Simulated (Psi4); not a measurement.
COS, charge -1, doublet, geometry from GFN2-xTB (a state made from the parent by changing its charge; the spin is typed, not shown lowest) (a gas-phase anion, which may not be bound at this level); MP2/cc-pVDZ (Psi4).

Psi4 was given this input:
```
memory 2 GB

molecule mol {
-1 2
O    -1.649078   -0.033362   -0.059417
C    -0.529494    0.417015    0.121200
S     1.023099   -0.139700   -0.015742
}

set {
  basis cc-pvdz
  reference uhf
}

energy('mp2')
print_variables()
```

The log (banner, timings and long lists left out):

```
    SCF Algorithm Type (re)set to DF.

   => Loading Basis Set <=

    Name: CC-PVDZ
    Role: ORBITAL
    Keyword: BASIS

         ---------------------------------------------------------
                                   SCF
               by Justin Turney, Rob Parrish, Andy Simmonett
                          and Daniel G. A. Smith
                              UHF Reference
         ---------------------------------------------------------

  ==> Geometry <==

    Molecular point group: cs
    Full point group: Cs

    Geometry (in Angstrom), charge = -1, multiplicity = 2:

       Center              X                  Y                   Z               Mass
    ------------   -----------------  -----------------  -----------------  -----------------
         O           -0.050284914216     1.649384247545     0.000000000000    15.994914619570
         C            0.433950582896     0.529363596302     0.000000000000    12.000000000000
         S           -0.137717198901    -1.023834933665     0.000000000000    31.972071174400

  Running in cs symmetry.

  Rotational constants: A =      6.86901  B =      0.20852  C =      0.20238 [cm^-1]
  Rotational constants: A = 205927.61753  B =   6251.35344  C =   6067.17204 [MHz]
  Nuclear repulsion =   76.835411197668293

  Charge       = -1
  Multiplicity = 2
  Electrons    = 31
  Nalpha       = 16
  Nbeta        = 15

  ==> Algorithm <==

  SCF Algorithm Type is DF.
  DIIS enabled.
  MOM disabled.
  Fractional occupation disabled.
  Guess Type is SAD.
  Energy threshold   = 1.00e-08
  Density threshold  = 1.00e-08
  Integral threshold = 1.00e-12

  ==> Primary Basis <==

  Basis Set: CC-PVDZ
    Blend: CC-PVDZ
    Number of shells: 20
    Number of basis functions: 46
    Number of Cartesian functions: 49
    Spherical Harmonics?: true
    Max angular momentum: 2

   => Loading Basis Set <=

    Name: (CC-PVDZ AUX)
    Role: JKFIT
    Keyword: DF_BASIS_SCF

  ==> Integral Setup <==

  SCF_SUBTYPE=INCORE selected. In-core MEM_DF algorithm will be used.
  Using in-core AOs.

  ==> MemDFJK: Density-Fitted J/K Matrices <==

    J tasked:                   Yes
    K tasked:                   Yes
    wK tasked:                   No
    Algorithm:                 Core
    Schwarz Cutoff:           1E-12
    Mask sparsity (%):       0.0000
    Fitting Condition:        1E-10

   => Auxiliary Basis Set <=

  Basis Set: (CC-PVDZ AUX)
    Blend: CC-PVDZ-JKFIT
    Number of shells: 84
    Number of basis functions: 252
    Number of Cartesian functions: 292
    Spherical Harmonics?: true
    Max angular momentum: 3

  Minimum eigenvalue in the overlap matrix is 1.0245269463E-02.
  Reciprocal condition number of the overlap matrix is 3.0588752051E-03.
    Using symmetric orthogonalization.

  ==> Pre-Iterations <==

  SCF Guess: Superposition of Atomic Densities via on-the-fly atomic UHF (no occupation information).

   -------------------------
    Irrep   Nso     Nmo
   -------------------------
     A'        33      33
     A"        13      13
   -------------------------
    Total      46      46
   -------------------------

  ==> Iterations <==

                           Total Energy        Delta E     RMS |[F,P]|

   @DF-UHF iter SAD:  -509.39525425545634   -5.09395e+02   0.00000e+00
   @DF-UHF iter   1:  -510.17885506511436   -7.83601e-01   1.14070e-02 ADIIS/DIIS
   @DF-UHF iter   2:  -510.22663943122586   -4.77844e-02   8.21355e-03 ADIIS/DIIS
   @DF-UHF iter   3:  -510.25749610760533   -3.08567e-02   1.47106e-03 ADIIS/DIIS
   @DF-UHF iter   4:  -510.25980291305297   -2.30681e-03   4.98641e-04 ADIIS/DIIS
   @DF-UHF iter   5:  -510.26034450279195   -5.41590e-04   1.75213e-04 ADIIS/DIIS
   @DF-UHF iter   6:  -510.26045192237450   -1.07420e-04   6.46913e-05 DIIS
   @DF-UHF iter   7:  -510.26046633118608   -1.44088e-05   2.53527e-05 DIIS
   @DF-UHF iter   8:  -510.26046858395631   -2.25277e-06   1.05600e-05 DIIS
[...]
    Alpha Virtual:

[...]
    Beta Occupied:

[...]
    Beta Virtual:

[...]
      33Ap     4.055543

    Final Occupation by Irrep:
             Ap   App
    DOCC [    12,    3 ]
    SOCC [     1,    0 ]
    NA   [    13,    3 ]
    NB   [    12,    3 ]

  @DF-UHF Final Energy:  -510.26046918853467

   => Energetics <=

    Nuclear Repulsion Energy =             76.8354111976682930
    One-Electron Energy =                -864.9528219729362490
    Two-Electron Energy =                 277.8569415867332282
    Total Energy =                       -510.2604691885346710

  UHF NO Occupations:
  HONO-2 :   11 Ap 1.9974942
  HONO-1 :   12 Ap 1.9956494
  HONO-0 :   13 Ap 1.0000000
  LUNO+0 :   14 Ap 0.0043506
  LUNO+1 :   15 Ap 0.0025058
  LUNO+2 :    4App 0.0008848
  LUNO+3 :   16 Ap 0.0005006

Computation Completed

Properties will be evaluated at   0.000000,   0.000000,   0.000000 [a0]

Properties computed using the SCF density matrix

 Multipole Moments:

 ------------------------------------------------------------------------------------
     Multipole            Electronic (a.u.)      Nuclear  (a.u.)        Total (a.u.)
 ------------------------------------------------------------------------------------

 L = 1.  Multiply by 2.5417464519 to convert [e a0] to [Debye]
 Dipole X            :          0.1315506           -0.0038758            0.1276748
 Dipole Y            :         -0.0374838           -0.0190926           -0.0565764
 Dipole Z            :          0.0000000            0.0000000            0.0000000
 Magnitude           :                                                    0.1396486

 ------------------------------------------------------------------------------------

  //>>>>>>>>>>>>>>>>>>>>>>>>>>>>>>>>>>>//
  //               DFMP2               //
  //<<<<<<<<<<<<<<<<<<<<<<<<<<<<<<<<<<<//

   => Loading Basis Set <=

    Name: (CC-PVDZ AUX)
    Role: RIFIT
    Keyword: DF_BASIS_MP2

	 --------------------------------------------------------
	                          DF-MP2
	      2nd-Order Density-Fitted Moller-Plesset Theory

	        Rob Parrish, Justin Turney, Andy Simmonett,
	           Ed Hohenstein, and C. David Sherrill
	 --------------------------------------------------------

	 --------------------------------------------------------
	                 NBF =    46, NAUX =   188
	 --------------------------------------------------------
	   CLASS    FOCC     OCC    AOCC    AVIR     VIR    FVIR
	   ALPHA       0      16      16      30      30       0
	    BETA       0      15      15      31      31       0
	 --------------------------------------------------------

	-----------------------------------------------------------
	 ==================> DF-MP2 Energies <====================
	-----------------------------------------------------------
	 Reference Energy          =    -510.2604691885346710 [Eh]
	 Singles Energy            =      -0.0000000000000000 [Eh]
	 Same-Spin Energy          =      -0.1221880496997975 [Eh]
	 Opposite-Spin Energy      =      -0.3097472661531523 [Eh]
	 Correlation Energy        =      -0.4319353158529499 [Eh]
	 Total Energy              =    -510.6924045043876390 [Eh]
	-----------------------------------------------------------
	 ================> DF-SCS-MP2 Energies <==================
	-----------------------------------------------------------
	 SCS Same-Spin Scale       =       0.3333333333333333 [-]
	 SCS Opposite-Spin Scale   =       1.2000000000000000 [-]
	 SCS Same-Spin Energy      =      -0.0407293498999325 [Eh]
	 SCS Opposite-Spin Energy  =      -0.3716967193837828 [Eh]
	 SCS Correlation Energy    =      -0.4124260692837153 [Eh]
	 SCS Total Energy          =    -510.6728952578183680 [Eh]
	-----------------------------------------------------------

  Variable Map:
  ----------------------------------------------------------------------------
[...]
  Array Variable Map:
  ----------------------------------------------------------------------------
[...]
[...]
```
